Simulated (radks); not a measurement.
The numbers below are computed, except where a source is named.
Question: Neutral bismuth, [Hg] 6p3. Code: a radial shooting solver on a logarithmic mesh with Libxc functionals. Model: non-relativistic Kohn-Sham, PBE, spin-polarised, spherical densities, point nucleus. Every spin shell is full or empty, so the densities are truly spherical. Functionals are evaluated on that one density, not self-consistently. Rank these exchange functionals by their error against the exact value of the orbitals, and give that value: LDA, B88, PBEsol, PW91, PW86, OPTX, WC, SOGGA, G96, APBE, TPSS, Tao-Mo, TASK, MVS.

Answer: Exact: -366.134 hartree. From best to worst, with 100 (|E| - |E exact|)/|E exact| (equal figures are ties): PW91 +0.03, B88 +0.04, MVS +0.06, APBE +0.22, PW86 -0.42, G96 +0.45, TPSS -0.45, WC -0.63, Tao-Mo -0.85, PBEsol -1.79, SOGGA -1.80, TASK -1.80, OPTX +1.92, LDA -3.76.
